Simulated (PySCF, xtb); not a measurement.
C2H3ClFNSi, SMILES C#C[Si@@](N)(F)Cl. The values are those of a single conformer.

Harmonic wavenumbers (cm⁻¹) from GFN2-xTB in xtb at its own minimum, in rising order: 93, 117, 157, 176, 216, 257, 302, 311, 446, 485, 672, 685, 686, 782, 842, 946, 1500, 2215, 3361, 3496, 3535.

**Question.** What does PBE-D3(BJ)/def2-SVP run with PySCF 2.14.0 give at its own minimum? (The exact figures need the calculation; the answer reports its results.)

**Answer.** 105, 120, 162, 232, 267, 289, 302, 341, 380, 520, 642, 700, 712, 805, 842, 935, 1472, 2098, 3390, 3510, 3615. Paired by order, the mean absolute difference is 32 cm⁻¹ and the zero-point energies are 30.4 and 30.6 kcal/mol.
